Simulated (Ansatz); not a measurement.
Mulliken charges of CH5BrOSi2, SMILES `[SiH3]C1(Br)O[SiH2]1` from B3LYP/def2-TZVPP in Ansatz (PBE0-D4/def2-TZVP geometry).

| atom | x (Å) | y (Å) | z (Å) | charge (e) |
| --- | --- | --- | --- | --- |
| Si1 | -1.374 | -0.779 | 0.256 | 0.272 |
| C2 | 0.326 | -0.260 | -0.346 | 0.057 |
| Br3 | 0.758 | -1.151 | -2.033 | -0.133 |
| O4 | 1.396 | -0.338 | 0.621 | -0.380 |
| Si5 | 1.269 | 1.235 | 0.062 | 0.433 |
| H6 | -1.658 | -0.031 | 1.509 | -0.067 |
| H7 | -2.369 | -0.424 | -0.784 | -0.052 |
| H8 | -1.393 | -2.239 | 0.518 | -0.045 |
| H9 | 0.798 | 2.230 | 1.046 | -0.046 |
| H10 | 2.330 | 1.707 | -0.846 | -0.038 |

By hand: the dipole of these point charges (1 e Å = 4.8032 D).

Σ q r = (-0.265, 0.547, 0.012) e Å, of length 0.608 e Å = 2.92 D.

How does the dipole of the full density compare? (An estimate is asked.)

Ansatz gave: (-0.070, 0.532, 0.129) e Å, 2.65 D; the point charges give 1.10 times that, at 22° from its direction.

Point charges leave out the atoms' own dipoles, such as those of lone pairs, and Mulliken's split depends on the basis, so the two needn't agree.

B3LYP here is the variant with VWN-RPA as its local correlation; programs differ in this.
